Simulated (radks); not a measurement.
Values are calculated unless marked as measured or tabulated.
Q: Ionisation of Ca2+, [Ar], to Ca3+, [Ne] 3s2 3p5, under several functionals. Non-relativistic Kohn-Sham, spin-polarised, spherical densities, point nucleus; open shells are filled with parallel spins first; a radial shooting solver on a logarithmic mesh with Libxc functionals. Known Delta-SCF values: OLYP 51.022 eV; HCTH/407 51.441 eV; PW91 50.998 eV. What does exchange-only PBE give, and what is its highest occupied eigenvalue?

A: 49.614 eV by Delta-SCF; the 3p eigenvalue is -41.831 eV. NIST: 50.913 eV (measured).
